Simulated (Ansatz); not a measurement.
`O=[CH][Al]([OH])[SiH3]` + H–F → `[OH][Al]([F])[SiH3]` + `C=O`  (ligand exchange at the Al–C bond)

Isolated molecules relaxed with PBE0-D4/def2-TZVP in Ansatz; ΔE leaves out vibrations. CBS: MP2 limit from def2 TZ/QZ plus the TZ coupled-cluster correction, frozen cores. This one scheme is used for every species. DFT in def2-TZVPP. One conformer a species, not always the lowest.

CCSD(T)/CBS gives -209.3 kJ/mol.

Problem. Another level gave -210.4 kJ/mol. Which?
A. revPBE-D4/def2-TZVPP
B. B2PLYP/def2-TZVPP
C. CCSD(T)/def2-TZVPP
D. PBE0-D4/def2-TZVPP

Solution. C. CCSD(T)/def2-TZVPP -210.4, PBE0-D4 -203.0, B2PLYP -217.5, revPBE-D4 -195.5 kJ/mol.

Largest T1 diagnostic among the species: 0.016.

The D4 term adds +5.4 kJ/mol with B3LYP and +3.2 kJ/mol with PBE0; it sums over pairs of atoms, weighted by their polarisabilities, and B3LYP, whose exchange is more repulsive, gets the larger term. Leaving LDA and LC-ωPBE aside and taking each functional with its dispersion term where it has one, the values, not all of them listed here, spread over 23.9 kJ/mol, from BHLYP-D4 to revPBE-D4.

B3LYP here is the variant with VWN-RPA as its local correlation; programs differ in this.
